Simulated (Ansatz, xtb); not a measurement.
## A geometry optimisation of CH6FSiSn+ with r2SCAN-D4/def2-SVP

The starting geometry of this gas-phase singlet was built from a drawn formula by distance geometry and a force field; its bonds are those of `C[SiH2][SnH+][F]`.

| atom | x (Å) | y (Å) | z (Å) |
| --- | --- | --- | --- |
| C | -1.8114 | 0.5553 | -1.5751 |
| F | 0.3384 | 1.0311 | 1.8719 |
| Si | -0.9449 | -1.0753 | -1.1695 |
| Sn | 0.3252 | -0.7262 | 1.0058 |
| H | -2.5151 | 0.8483 | -0.8231 |
| H | -1.0593 | 1.3379 | -1.7856 |
| H | -2.3686 | 0.3837 | -2.5701 |
| H | -1.9139 | -2.1085 | -0.9926 |
| H | 0.0139 | -1.4333 | -2.2559 |
| H | 1.2826 | -2.0314 | 1.6737 |

Task: Where would you expect an optimisation with r2SCAN-D4/def2-SVP to take it?

Result: It keeps its bonds, and is `C[SiH2][SnH+][F]`.

The energy falls by 0.56 eV over 10 steps:

```
step  E − E(last) (eV)
   1             0.558
   2             0.069
   3             0.024
   4             0.017
   5             0.011
   6             0.005
   7             0.002
   8             0.001
   9             0.000
  10             0.000
```

Final geometry (Å):

```
atom    x (Å)    y (Å)    z (Å)
   C  -1.7762   0.5892  -1.5503
   F   0.1746   0.8497   1.5287
  Si  -1.0433  -1.1014  -1.3593
  Sn   0.3666  -0.9484   0.8793
   H  -2.4442   0.8483  -0.7152
   H  -1.0042   1.3670  -1.6492
   H  -2.3770   0.5871  -2.4775
   H  -1.9581  -2.2214  -1.0151
   H   0.0261  -1.5064  -2.3092
   H   1.3826  -1.6825   2.0473
```

From the same start GFN2-xTB ends elsewhere, in pieces: CH5FSi + HSn.

The end wasn't checked by frequencies. Atoms past krypton carry core potentials, without spin–orbit terms. Run with Ansatz 0.2.0, 13 s on 2 threads of Intel(R) Xeon(R) 6975P-C (Granite Rapids) (shared host).
